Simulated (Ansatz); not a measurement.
Cd2Cl2⁺, relaxed as a quartet with UKS PBE-D4/def2-SVP in Ansatz, starting from the PBE-D4/def2-SVP geometry of the charge +1 doublet. Force threshold 0.02 eV/Å.

In the def2 sets Cd takes a core potential; there is no spin–orbit coupling. In the quartet, Cl3 and Cl4 lie 2.68 Å apart (atoms count from 1), so these atoms are partly bonded to each other. At PBE-D4/def2-SVP a doublet of charge 1 lies 2.25 eV below the quartet, each at its own geometry. The structure comes from a short search, and lower isomers may exist.

Start:

```csv
atom,x (Å),y (Å),z (Å)
Cd1,-0.924,0.647,-0.112
Cd2,2.671,-1.844,0.335
Cl3,0.241,-1.399,-0.553
Cl4,-1.988,2.596,0.330
```

Estimate the energy that the relaxation releases and the steps that it takes.

1.80 eV, in 31 steps; 2.4 min on 4 threads of Arm Neoverse V2 on a shared host. The force fell under the threshold at step 6, but the optimiser went on and released 0.753 eV more. No frequencies were taken in this run, so the end may be a saddle point.

Does the start keep its bonding and symmetry?

Bonds lost: Cd1–Cl3 (atoms count from 1). Point group Cs at the start, C2 at the end, both within 0.05 Å.

Predict the relaxed structure.


```xyz
4

Cd   -0.4453    2.6116    0.5475
Cd    0.7741   -2.5883   -0.0599
Cl    0.9348   -0.1838   -0.9921
Cl   -1.2636    0.1605    0.5045
```
Bond lengths (bridged metal pairs left out): 2 × Cd–Cl 2.58 Å.
